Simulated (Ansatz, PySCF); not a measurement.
The pair A = C2H4 (SMILES C=C) (first 6 atoms), B = C2H6 (SMILES CC); geometry from B3LYP-D3(BJ)/def2-TZVP.
(charge 0, multiplicity 1):
```xyz
14

C      0.2460     0.6366    -0.0265
C     -0.2483    -0.5669     0.2207
H     -0.3875     1.5142    -0.0716
H      1.3048     0.7946    -0.1928
H      0.3852    -1.4443     0.2687
H     -1.3063    -0.7249     0.3906
C      0.3481     0.6526     3.9679
C     -0.3459    -0.7033     3.8866
H      1.3203     0.5720     4.4587
H     -0.2483     1.3707     4.5346
H      0.5116     1.0666     2.9717
H      0.2490    -1.4178     3.3146
H     -1.3176    -0.6212     3.3959
H     -0.5106    -1.1278     4.8792
```

Correlated levels freeze the cores.

Codes used: Ansatz (a program for electronic structure); PySCF for the dispersion terms. 

The monomers are drawn apart, rigid, along the line of their centres of mass. Counterpoise-corrected interaction energies (kcal/mol):

| level | R = 5.046 Å | R = 6.263 Å |
|---|---|---|
| PBE-D3(BJ)/def2-TZVPPD | -0.4458 | -0.1082 |
| wB97M-V/def2-TZVPPD | -0.3390 | -0.0965 |
| CCSD(T)/aug-cc-pVDZ | -0.3162 | -0.0868 |

R is the distance of the centres of mass. Find the local exponent m of E ∝ R⁻ᵐ between the two points.


m = ln(E₁/E₂)/ln(R₂/R₁): PBE-D3(BJ)/def2-TZVPPD 6.6; wB97M-V/def2-TZVPPD 5.8; CCSD(T)/aug-cc-pVDZ 6.0. For scale, two fixed dipoles give m = 3, dipole and quadrupole 4, quadrupoles 5, and dispersion or dipole-induced dipole 6 at long range; at these distances several terms mix, and what is left of overlap and damping shifts m, so it need not match one of them.
